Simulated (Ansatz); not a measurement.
Single points on BMe2(OH) (C₂H₇BO).

```yaml
crystal:
  periodic: [false, false, false]
  atoms:
    - {symbol: B, position_ang: [-0.114737, -0.382583, 0.036282]}
    - {symbol: C, position_ang: [1.452075, -0.338501, -0.112805]}
    - {symbol: H, position_ang: [1.769018, 0.315728, -0.941121]}
    - {symbol: H, position_ang: [1.893839, -1.335358, -0.253389]}
    - {symbol: H, position_ang: [1.890855, 0.100271, 0.800933]}
    - {symbol: C, position_ang: [-0.989115, 0.935665, 0.016579]}
    - {symbol: H, position_ang: [-2.054495, 0.789094, 0.258847]}
    - {symbol: H, position_ang: [-0.935686, 1.394916, -0.986043]}
    - {symbol: H, position_ang: [-0.581234, 1.688825, 0.710716]}
    - {symbol: O, position_ang: [-0.687071, -1.608246, 0.184751]}
    - {symbol: H, position_ang: [-1.643459, -1.559821, 0.285251]}
basis:
  gaussian: {orbitals: def2-TZVP, initial_orbitals: start.molden}
correlation: {method: mp2}
scf: {omitted_lower_state_checks: [starts]}
output: {orbitals: {seedname: orbitals}}
```

The file start.molden holds the orbitals of an earlier run on this structure, at another level or in another basis.

```sh
$ ansatz run in.yaml --threads 4 --pin off --events-out ev --progress --plain --max-ram 3916MiB
```

Output, abridged:

```
Functional definition: HF
1142 factors; integrals over basis functions are off by at most 1.4e-3 eV
mean field evaluation 1: about -4883.9567 eV, gradient 2.2e1 eV
mean field evaluation 2: about -4884.4920 eV, gradient 5.9e-1 eV
mean field evaluation 4: about -4884.4936 eV, gradient 7.6e-2 eV
mean field evaluation 8: about -4884.4936 eV, gradient 1.3e-6 eV
mean field -4884.49357401 eV, -179.5018280162 hartree, gradient 1.3e-6 eV, S^2 0.000000; 0 other end points of the search recorded, 0 dependent functions left out
4 core orbitals not correlated: weight in the atoms' cores, before any rotation towards them, 1.000 or more for the frozen orbitals, at most 0.000 for the correlated occupied ones
reference -4884.49357401 eV, -179.5018280162 hartree; 12, 12 occupied and 150, 150 virtual orbitals, 1142 factors
second order -18.51334012 eV of doubles, -0.00000000 eV of singles
Total energy: -4903.00691413 eV, -180.1821807167 hartree
Checks for a lower state left out: starts
```

Run time 0.8 s (4 threads of Arm Neoverse V2 on a shared host).

As the first input, with `gaussian: {orbitals: 6-31G}`, `hamiltonian: {xc: hf}` and without the key `correlation` (abridged; 0.15 s):

```
Functional definition: HF
mean field -4880.51765923 eV, -179.3557158431 hartree, gradient 1.7e-5 eV, S^2 0.000000
Total energy: -4880.51765923 eV, -179.3557158431 hartree
Checks for a lower state left out: starts
```

First input, but with `gaussian: {orbitals: def2-TZVPP, initial_orbitals: start.molden}`, `correlation: {method: ccsd_t}` (abridged; 2.6 min):

```
Functional definition: HF
mean field -4884.58788825 eV, -179.5052940005 hartree, gradient 2.3e-6 eV, S^2 0.000000
4 core orbitals not correlated: weight in the atoms' cores, before any rotation towards them, 1.000 or more for the frozen orbitals, at most 0.000 for the correlated occupied ones
second order -19.03138583 eV of doubles, -0.00000000 eV of singles
cycle   1  -19.54876397 eV  change   -5.2e-1 eV  update   8.6e-2
cycle   2  -19.96921879 eV  change   -4.2e-1 eV  update   2.4e-2
cycle   3  -20.06015089 eV  change   -9.1e-2 eV  update   1.3e-2
cycle   4  -20.05370645 eV  change    6.4e-3 eV  update   3.2e-3
cycle   5  -20.05316762 eV  change    5.4e-4 eV  update   1.5e-3
cycle   6  -20.05338028 eV  change   -2.1e-4 eV  update   4.4e-4
cycle   7  -20.05320148 eV  change    1.8e-4 eV  update   1.5e-4
cycle   8  -20.05320169 eV  change   -2.1e-7 eV  update   4.5e-5
cycle   9  -20.05321755 eV  change   -1.6e-5 eV  update   1.3e-5
perturbative correction -0.73304809 eV, -0.0269390205 hartree
Total energy: -4905.37415389 eV, -180.2691751733 hartree
Checks for a lower state left out: starts
```

First input, but with `hamiltonian: {xc: r2scan, dispersion: d4}` and without the key `correlation` (abridged; 1.6 s):

```
Functional definition: r2SCAN
mean field -4912.57478677 eV, -180.5337935512 hartree, gradient 1.4e-5 eV, S^2 0.000000
Total energy: -4912.61427945 eV, -180.5352448801 hartree
Checks for a lower state left out: starts
```

The first input with `hamiltonian: {xc: {name: LC-wPBE, parameters: {omega: 0.1/bohr}}}` and without the key `correlation` (abridged; 1.2 s):

```
Functional definition: LC-wPBE
mean field -4909.96151232 eV, -180.4377574864 hartree, gradient 1.2e-5 eV, S^2 0.000000
Total energy: -4909.96151246 eV, -180.4377574915 hartree
Checks for a lower state left out: starts
```

The first input with `hamiltonian: {xc: hse06, dispersion: d4}` and without the key `correlation` (abridged; 1.1 s):

```
Functional definition: HSE06
mean field -4909.26676200 eV, -180.4122258828 hartree, gradient 8.1e-6 eV, S^2 0.000000
Total energy: -4909.38674215 eV, -180.4166350723 hartree
Checks for a lower state left out: starts
```

First input, but with `gaussian: {orbitals: STO-3G}`, `hamiltonian: {xc: hf}` and without the key `correlation` (abridged; 0.1 s):

```
Functional definition: HF
mean field -4821.17516761 eV, -177.1749194998 hartree, gradient 8.1e-6 eV, S^2 0.000000
Total energy: -4821.17516761 eV, -177.1749194998 hartree
Checks for a lower state left out: starts
```

Geometry: PBE0-D4/def2-SVP.

HSE06 is defined as in plane-wave codes, on full-range PBE exchange. Correlated methods freeze 4 core orbitals.
